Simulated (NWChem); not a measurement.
System: AlHIF; SMILES [F][AlH][I]

The following NWChem deck was run.

```
start job
memory heap 200 mb stack 900 mb global 1100 mb
geometry units angstroms noautoz
  Al     0.538087     1.549330     0.000000
  F     -0.673194     2.685816     0.000000
  H      2.031487     2.029608     0.000000
  I     -0.111229    -0.815875     0.000000
end
basis spherical
  * library def2-svpd
end
ecp
  I library def2-ecp
end
dft
  xc b3lyp
  iterations 150
  vectors input atomic output neutral.movecs
end
task dft energy
charge 1
dft
  odft
  mult 2
  vectors input atomic output cation.movecs
end
task dft energy
charge -1
dft
  odft
  mult 2
  vectors input atomic output anion.movecs
end
task dft energy
```

Output (shortened):

```
             Northwest Computational Chemistry Package (NWChem) 7.3.0
             --------------------------------------------------------

 CS  symmetry detected

                             Geometry "geometry" -> ""
                             -------------------------

 Output coordinates in angstroms (scale by  1.889725989 to convert to a.u.)

  No.       Tag          Charge          X              Y              Z
 ---- ---------------- ---------- -------------- -------------- --------------
    1 Al                  13.0000     0.55802256     1.51548771     0.00000000
    2 F                    9.0000    -0.66713280     2.63700295     0.00000000
    3 H                    1.0000     2.04540785     2.01408124     0.00000000
    4 I                   53.0000    -0.06217936    -0.85751789     0.00000000

 Effective nuclear repulsion energy (a.u.)     271.0726943019

      Symmetry information
      --------------------

 Group name             Cs
 Group number              2
 Group order               2
 No. of unique centers     4

                                 NWChem DFT Module
                                 -----------------

 Summary of "ao basis" -> "ao basis" (spherical)
 ------------------------------------------------------------------------------
       Tag                 Description            Shells   Functions and Types
 ---------------- ------------------------------  ------  ---------------------
 Al                        def2-svpd                10       24   5s3p2d
 F                         def2-svpd                 9       23   4s3p2d
 H                         def2-svpd                 4        8   2s2p
 I                         def2-svpd                13       35   5s5p3d

      Symmetry analysis of basis
      --------------------------

        a'         63
        a"         27

            General Information
            -------------------
          SCF calculation type: DFT
          Wavefunction type:  closed shell.
          No. of atoms     :     4
          No. of electrons :    48
           Alpha electrons :    24
            Beta electrons :    24
          Charge           :     0
          Spin multiplicity:     1
          Use of symmetry is: on ; symmetry adaption is: on
          Maximum number of iterations: 150
          AO basis - number of functions:    90
                     number of shells:    36
          Convergence on energy requested:  1.00D-06
          Convergence on density requested:  1.00D-05
          Convergence on gradient requested:  5.00D-04

              XC Information
              --------------
                         B3LYP Method XC Potential
                     Hartree-Fock (Exact) Exchange  0.200
                        Slater Exchange Functional  0.800 local
                    Becke 1988 Exchange Functional  0.720 non-local
              Lee-Yang-Parr Correlation Functional  0.810
                  VWN I RPA Correlation Functional  0.190 local

             Grid Information
             ----------------
          Grid used for XC integration:  medium
          Radial quadrature: Mura-Knowles
          Angular quadrature: Lebedev.
          Tag              B.-S. Rad. Rad. Pts. Rad. Cut. Ang. Pts.
          ---              ---------- --------- --------- ---------
          Al                  1.25       88          13.0       590
          F                   0.50       49          13.0       434
          H                   0.35       45          13.0       434
          I                   1.40      123          13.0       590
          Grid pruning is: on
          Number of quadrature shells:   305
          Spatial weights used:  Erf1

      Superposition of Atomic Density Guess
      -------------------------------------

 Sum of atomic energies:        -688.71482952

      Non-variational initial energy
      ------------------------------

 Total energy =    -638.506090
 1-e energy   =   -1293.868786
 2-e energy   =     504.584560
 HOMO         =      -0.362883
 LUMO         =      -0.005892

      Symmetry analysis of molecular orbitals - initial
      -------------------------------------------------

  Numbering of irreducible representations:

     1 a'          2 a"

  Orbital symmetries:

     1 a'          2 a'          3 a'          4 a'          5 a'
     6 a"          7 a'          8 a'          9 a'         10 a"
    11 a'         12 a'         13 a"         14 a'         15 a"
    16 a'         17 a'         18 a'         19 a'         20 a"
    21 a'         22 a'         23 a"         24 a'         25 a'
    26 a"         27 a'         28 a'         29 a'         30 a"
    31 a'         32 a'         33 a"         34 a'

   convergence    iter        energy       DeltaE   RMS-Dens  Diis-err
 ---------------- ----- ----------------- --------- --------- ---------
 d= 0,ls=0.0,diis     1   -640.5991116697 -7.91D+02  1.61D-02  5.67D-01
 d= 0,ls=0.0,diis     2   -640.4862067612  1.13D-01  7.89D-03  2.05D+00
 d= 0,ls=0.0,diis     3   -640.6700799417 -1.84D-01  1.57D-03  8.65D-03
 d= 0,ls=0.0,diis     4   -640.6704716599 -3.92D-04  7.94D-04  4.47D-03
 d= 0,ls=0.0,diis     5   -640.6713274572 -8.56D-04  1.34D-04  7.45D-05
  Resetting Diis
 d= 0,ls=0.0,diis     6   -640.6713393993 -1.19D-05  2.42D-05  2.82D-06
 d= 0,ls=0.0,diis     7   -640.6713397105 -3.11D-07  8.50D-06  9.96D-08

         Total DFT energy =     -640.671339710508
      One electron energy =    -1295.485940231925
           Coulomb energy =      555.915839617549
    Exchange-Corr. energy =      -51.879375070463
 Nuclear repulsion energy =      150.778135974330

 Numeric. integr. density =       47.999993120096

                  Occupations of the irreducible representations
                  ----------------------------------------------

                     irrep           alpha         beta
                     --------     --------     --------
                     a'               18.0         18.0
                     a"                6.0          6.0

                       DFT Final Molecular Orbital Analysis
                       ------------------------------------

 Vector   22  Occ=2.000000D+00  E=-3.350370D-01  Symmetry=a'
              MO Center=  6.4D-01,  4.8D-01,  7.2D-16, r^2= 4.4D+00
   Bfn.  Coefficient  Atom+Function         Bfn.  Coefficient  Atom+Function
  ----- ------------  ---------------      ----- ------------  ---------------
    68      0.443804  4 I  py                71      0.340923  4 I  py
    48     -0.293042  3 H  s                 49     -0.185604  3 H  s
    65     -0.179293  4 I  py                10     -0.158788  1 Al py
     9     -0.152508  1 Al px                62     -0.145873  4 I  py
    30     -0.126476  2 F  py                29     -0.116632  2 F  px

 Vector   23  Occ=2.000000D+00  E=-2.955226D-01  Symmetry=a"
              MO Center= -1.7D-02, -6.9D-01, -4.4D-16, r^2= 2.2D+00
   Bfn.  Coefficient  Atom+Function         Bfn.  Coefficient  Atom+Function
  ----- ------------  ---------------      ----- ------------  ---------------
    69      0.592067  4 I  pz                72      0.502629  4 I  pz
    66     -0.239524  4 I  pz                63     -0.194265  4 I  pz
    11      0.081203  1 Al pz                14      0.070767  1 Al pz
    31      0.053500  2 F  pz                16     -0.046665  1 Al d -1
     8     -0.044420  1 Al pz                34     -0.035213  2 F  pz

 Vector   24  Occ=2.000000D+00  E=-2.881066D-01  Symmetry=a'
              MO Center= -8.1D-03, -7.0D-01, -1.1D-15, r^2= 2.4D+00
   Bfn.  Coefficient  Atom+Function         Bfn.  Coefficient  Atom+Function
  ----- ------------  ---------------      ----- ------------  ---------------
    67      0.589696  4 I  px                70      0.500035  4 I  px
    64     -0.237657  4 I  px                61     -0.192650  4 I  px
    68     -0.127106  4 I  py                71     -0.100924  4 I  py
    48     -0.066618  3 H  s                 30      0.059142  2 F  py
    49     -0.056125  3 H  s                 15     -0.055079  1 Al d -2

 Vector   25  Occ=0.000000D+00  E=-6.433354D-02  Symmetry=a"
              MO Center=  7.1D-01,  1.2D+00, -1.1D-13, r^2= 4.3D+00
   Bfn.  Coefficient  Atom+Function         Bfn.  Coefficient  Atom+Function
  ----- ------------  ---------------      ----- ------------  ---------------
    14      0.690897  1 Al pz                11      0.371827  1 Al pz
    72     -0.228220  4 I  pz                 8     -0.190213  1 Al pz
    69     -0.189325  4 I  pz                31      0.155008  2 F  pz
    34     -0.119044  2 F  pz                37     -0.118732  2 F  pz
    87      0.116273  4 I  d -1              66      0.073234  4 I  pz

 Vector   26  Occ=0.000000D+00  E=-4.722822D-02  Symmetry=a'
              MO Center=  2.9D-01,  7.0D-01,  1.7D-14, r^2= 6.7D+00
   Bfn.  Coefficient  Atom+Function         Bfn.  Coefficient  Atom+Function
  ----- ------------  ---------------      ----- ------------  ---------------
     4      0.556692  1 Al s                  3      0.525996  1 Al s
     5      0.353408  1 Al s                 59     -0.324111  4 I  s
    71     -0.308004  4 I  py                58     -0.297117  4 I  s
    28     -0.262439  2 F  s                 68     -0.257663  4 I  py
     2      0.254690  1 Al s                 12     -0.247195  1 Al px

[...]
```

Level: B3LYP/def2-SVPD with def2 effective core potentials on I, vertical spin-unrestricted ions. Geometry: optimised at PBE0/def2-SVP. def2 effective core potentials on I; no spin-orbit coupling.
